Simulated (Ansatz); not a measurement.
Computed with Ansatz.

A structure relaxed at PBE0-D4/def2-TZVP, charge 0, multiplicity 1:

```
atom   x (Å)   y (Å)   z (Å)
 Cl1  -1.713  -0.394   0.513
  B2  -0.054  -0.522  -0.009
 Cl3   0.643  -2.095  -0.303
 Se4   1.075   1.014  -0.284
  H5   0.049   1.997   0.084
```

Give its formula and SMILES.

BCl2HSe, `ClB(Cl)[SeH]`.

Point group (tolerance 0.08 Å, 0.16 Å for H)?

Cs.

Summarise the bond lengths by kind.

2 × B–Cl 1.744 to 1.746 Å; 1 × B–Se 1.927 Å; 1 × H–Se 1.468 Å.
